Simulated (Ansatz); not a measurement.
Consider the formal exchange of groups at a Ge–N bond: `[F][GeH2][NH][GeH3]` + `BO[SiH3]` → `BO[SiH2][GeH2][F]` + `[NH2][GeH3]`.

Computed with Ansatz on PBE0-D4/def2-TZVP structures; ΔE is electronic, products minus reactants. CCSD(T)/CBS is the MP2 limit (def2-TZVPP, def2-QZVPP) plus CCSD(T) − MP2 in def2-TZVPP, frozen cores. Functionals use def2-TZVPP. For Ge outer-core shells are correlated without core-valence functions, which leaves a few kJ/mol of doubt a bond. Scalar relativity is left out up to krypton. One conformer a species, not always the lowest.

`[F][GeH2][NH][GeH3]`:

Cartesian coordinates in Å:
```
F 1.810 -1.315 -1.267
Ge 0.270 -0.517 -1.504
N -0.619 -0.395 0.065
Ge -0.201 0.755 1.444
H 0.625 0.887 -1.999
H -0.497 -1.415 -2.481
H -1.107 -1.234 0.342
H 0.530 1.938 0.794
H 0.697 0.082 2.497
H -1.509 1.214 2.110
```

`BO[SiH3]`:

Cartesian coordinates in Å:
```
B 0.023 -0.945 -1.245
O -0.120 -0.726 0.076
Si -0.034 0.651 0.995
H 0.261 -0.026 -1.985
H -0.094 -2.068 -1.646
H 0.262 1.823 0.133
H 1.040 0.463 1.998
H -1.338 0.827 1.676
```

`BO[SiH2][GeH2][F]`:

```xyz
11

B     0.451    0.960   -2.107
O     0.859    0.707   -0.845
Si    0.737   -0.649    0.101
Ge   -0.869   -0.205    1.813
F    -2.371    0.100    0.965
H    -0.064    0.088   -2.756
H     0.627    2.062   -2.541
H     2.069   -0.908    0.703
H     0.311   -1.817   -0.713
H    -0.599    1.064    2.639
H    -1.150   -1.401    2.741
```

`[NH2][GeH3]`:

Z-matrix (Å, degrees):
```
Ge
N 1 1.843
H 1 1.536 2 106.9
H 1 1.548 2 114.5 3 -120.5
H 1 1.536 2 106.8 3 119.0
H 2 1.011 1 113.7 3 59.1
H 2 1.011 1 113.6 3 -176.9
```

| level | ΔE (kJ/mol) |
| --- | --- |
| PBE0-D4 | 17.9 |
| B2PLYP | 32.0 |
| PBE | 11.3 |
| CCSD/CBS(def2) | 33.7 |

(1) What does CCSD(T)/CBS give? (Estimate.)

Largest T1 diagnostic among the species: 0.013.

## Answers

(1) The calculation gave: +33.6 kJ/mol. The listed levels differ from it by -15.7, -1.6, -22.3, 0.1 kJ/mol.

From PBE to PBE0 (25 % exact exchange), in def2-TZVPP and without D4, ΔE moves by +6.3 kJ/mol.
